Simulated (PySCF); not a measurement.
In(F)(SeH)2 (FH2InSe2), SMILES [F][In]([SeH])[SeH].

The structure is a stationary point at PBE-D3(BJ)/def2-SVP. The structure was generated by enumeration; whether it is a known compound was not checked. The def2 effective core potentials stand for the cores of In; spin–orbit coupling is left out. The values are those of a single conformer.

Level of theory: PySCF with PBE/def2-TZVP.

Symmetry labels are those of the subgroup Cs that the program uses (full group Cs).

Task: List the valence orbital energies around the gap with their symmetry. (An estimate is asked for; the answer gives what the named calculation found.)

Result: 
```
orbital  symmetry  energy (eV)
-------  --------  -----------
HOMO−7         A'       -10.02
HOMO−6         A'        -9.75
HOMO−5         A'        -8.44
HOMO−4         A'        -8.42
HOMO−3         A"        -8.38
HOMO−2         A'        -7.43
HOMO−1         A"        -6.68
HOMO           A"        -6.35
LUMO           A'        -3.28
LUMO+1         A"        -2.02
LUMO+2         A'        -1.30
LUMO+3         A'        -1.08
```
